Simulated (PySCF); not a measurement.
**Nuclear quadrupole coupling in `[SiH3]C[C@H]1C=CO[SiH2]C1`**

Species: C5H12OSi2.
Z-matrix (Å and degrees, GFN2-xTB geometry), rows numbered from 1:
```
Si
C   1  1.9012
C   2  1.5362  1  115.33
C   3  1.5049  2  108.38  1   177.59
C   4  1.3247  3  124.94  2    88.61
O   5  1.3542  4  125.99  3     2.61
Si  6  1.6378  5  124.02  4     7.69
C   3  1.5322  2  112.49  1   -58.79
H   1  1.4653  2  111.52  3    76.63
H   1  1.4657  2  109.44  3   -44.57
H   1  1.4647  2  108.18  3  -163.76
H   2  1.0919  1  109.67  3  -123.23
H   2  1.0937  1  108.74  3   121.21
H   3  1.0979  2  107.66  1    60.83
H   4  1.0791  3  116.93  2   -87.65
H   5  1.0829  4  122.19  3  -177.88
H   7  1.4586  6  104.58  5   129.96
H   7  1.4631  6  108.04  5  -109.31
H   8  1.0884  3  109.65  2    54.38
H   8  1.0934  3  108.07  2   170.20
```

Field gradients from the PBE0/pcSseg-1 density (PySCF, non-relativistic), principal values in atomic units, ordered |Vxx| ≤ |Vyy| ≤ |Vzz|:

```
atom      Vxx      Vyy     Vzz
  O6  -0.6541  -0.9242  1.5783
```

Q: Find the asymmetry η = (Vxx − Vyy)/Vzz and the couplings χ = eQV/h (234.96 MHz × Q in barn × V in au), with Q(17O) = −0.0256 b.

A: 
```tsv
atom	environment	nucleus	η	χzz (MHz)	χxx (MHz)	χyy (MHz)
O6	silyl ether oxygen	17O	0.17	-9.49	3.93	5.56
```

The tensor is traceless: Vxx + Vyy + Vzz = 0.

Q: What is Vzz at O6 in SI units (1 au = 9.71736 × 10²¹ V/m²)?

A: 1.5783 au = 15.337 × 10²¹ V/m².

Q: And the gradient at the other heavy atoms, for which no coupling is worked out here?

A: 
```json
{"atom": "Si1", "environment": "SiH3 silicon", "Vzz (au)": "0.037", "η": "0.32"}
{"atom": "C2", "environment": "sp3 carbon bound to silicon", "Vzz (au)": "0.068", "η": "0.89"}
{"atom": "C3", "environment": "allylic carbon", "Vzz (au)": "-0.064", "η": "0.39"}
{"atom": "C4", "environment": "alkene CH carbon", "Vzz (au)": "0.145", "η": "0.83"}
{"atom": "C5", "environment": "vinylic carbon bearing oxygen", "Vzz (au)": "-0.386", "η": "0.29"}
{"atom": "Si7", "environment": "oxygen-bound silicon", "Vzz (au)": "0.569", "η": "0.06"}
{"atom": "C8", "environment": "sp3 carbon bound to silicon", "Vzz (au)": "-0.077", "η": "0.81"}
```

Were the hydrogens deuterons (Q(2H) = 0.00286 b), χzz would run from 107 kHz (H18) to 225 kHz (H15).

Geometry: GFN2-xTB, one conformer, isolated molecule. GFN2-xTB bond lengths can be off by several hundredths of an ångström, more for odd bonds, and the gradients follow them. The small basis limits the accuracy of the gradients.

These values come from a run that also computed NMR shieldings. The run took 92 s (grids of density and orbitals included) on an Arm Neoverse N1 with one thread (shared host), and the process peaked at 1.0 GiB of memory.
